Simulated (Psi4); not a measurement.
tantalum atom (Ta), quartet (core potentials on Ta); Psi4 with BLYP/def2-QZVPP.

Psi4 was given this input:
```
memory 2 GB

molecule mol {
0 4
  Ta    0.000000    0.000000    0.000000
}

set basis def2-qzvpp
set reference uks

energy('blyp')
print_variables()
```

It wrote (shortened):

```
   => Loading Basis Set <=

    Name: DEF2-QZVPP
    Role: ORBITAL
    Keyword: BASIS

    !!!  WARNING: ECP capability is in beta. Please check occupations closely.  !!!

         ---------------------------------------------------------
                                   SCF
               by Justin Turney, Rob Parrish, Andy Simmonett
                          and Daniel G. A. Smith
                              UKS Reference
         ---------------------------------------------------------

  ==> Geometry <==

    Molecular point group: d2h
    Geometry (in Angstrom), charge = 0, multiplicity = 4:

       Center              X                  Y                   Z               Mass
    ------------   -----------------  -----------------  -----------------  -----------------
         TA           0.000000000000     0.000000000000     0.000000000000   180.947995800000

  Running in d2h symmetry.

  Rotational constants: A = ************  B = ************  C = ************ [cm^-1]
  Rotational constants: A = ************  B = ************  C = ************ [MHz]
  Nuclear repulsion =    0.000000000000000

  Charge       = 0
  Multiplicity = 4
  Electrons    = 13
  Nalpha       = 8
  Nbeta        = 5

  ==> Algorithm <==

  SCF Algorithm Type is DF.
  DIIS enabled.
  MOM disabled.
  Fractional occupation disabled.
  Guess Type is CORE.
  Energy threshold   = 1.00e-06
  Density threshold  = 1.00e-06
  Integral threshold = 1.00e-12

  ==> Primary Basis <==

  Basis Set: DEF2-QZVPP
    Blend: DEF2-QZVPP
    Number of shells: 21
    Number of basis functions: 81
    Number of Cartesian functions: 106
    Spherical Harmonics?: true
    Max angular momentum: 4

  Core potential: DEF2-QZVPP
    Number of shells: 4
    Number of ECP primitives: 10
    Number of ECP core electrons: 60
    Max angular momentum: 3

  ==> DFT Potential <==

   => LibXC <=

    Version 7.1.2
    S. Lehtola, C. Steigemann, M. J. T. Oliveira, and M. A. L. Marques,  SoftwareX 7, 1–5 (2018) (10.1016/j.softx.2017.11.002)

   => Composite Functional: BLYP <=

    BLYP GGA Exchange-Correlation Functional

    P.J. Stephens et. al., J. Phys. Chem., 98, 11623-11627, 1994
    B. Miehlich et. al., Chem. Phys. Lett., 157(3), 200-206 1989

    Deriv               =              1
    GGA                 =           TRUE
    Meta                =          FALSE

    Exchange Hybrid     =          FALSE
    MP2 Hybrid          =          FALSE

   => Exchange Functionals <=

[...]
   @S   Observed:                1.500000000E+00

    Orbital Energies [Eh]
    ---------------------

    Alpha Occupied:

[...]
    Alpha Virtual:

[...]
      21Ag   677.185396

    Beta Occupied:

[...]
    Beta Virtual:

[...]
      21Ag   676.773497

    Final Occupation by Irrep:
             Ag   B1g   B2g   B3g    Au   B1u   B2u   B3u
    DOCC [     2,    0,    0,    0,    0,    1,    1,    1 ]
    SOCC [     1,    1,    0,    1,    0,    0,    0,    0 ]
    NA   [     3,    1,    0,    1,    0,    1,    1,    1 ]
    NB   [     2,    0,    0,    0,    0,    1,    1,    1 ]

  @DF-UKS Final Energy:   -56.82630689776864

   => Energetics <=

    Nuclear Repulsion Energy =              0.0000000000000000
    One-Electron Energy =                 -94.6901635412689586
    Two-Electron Energy =                  44.4639730401540874
    DFT Exchange-Correlation Energy =      -6.6001163966537701
    Empirical Dispersion Energy =           0.0000000000000000
    VV10 Nonlocal Energy =                  0.0000000000000000
    Total Energy =                        -56.8263068977686387

  UHF NO Occupations:
  HONO-2 :    1B1g 1.0000000
  HONO-1 :    1B3g 1.0000000
  HONO-0 :    3 Ag 1.0000000
  LUNO+0 :    4 Ag 0.0024240
  LUNO+1 :    2B3u 0.0000590
  LUNO+2 :    2B1u 0.0000590
  LUNO+3 :    2B2u 0.0000590

Computation Completed

Properties will be evaluated at   0.000000,   0.000000,   0.000000 [a0]

Properties computed using the SCF density matrix

 Multipole Moments:

 ------------------------------------------------------------------------------------
     Multipole            Electronic (a.u.)      Nuclear  (a.u.)        Total (a.u.)
 ------------------------------------------------------------------------------------

 L = 1.  Multiply by 2.5417464519 to convert [e a0] to [Debye]
 Dipole X            :          0.0000000            0.0000000            0.0000000
 Dipole Y            :          0.0000000            0.0000000            0.0000000
 Dipole Z            :          0.0000000            0.0000000            0.0000000
 Magnitude           :                                                    0.0000000

 ------------------------------------------------------------------------------------

  Variable Map:
  ----------------------------------------------------------------------------
[...]
  Array Variable Map:
  ----------------------------------------------------------------------------
[...]
[...]
```
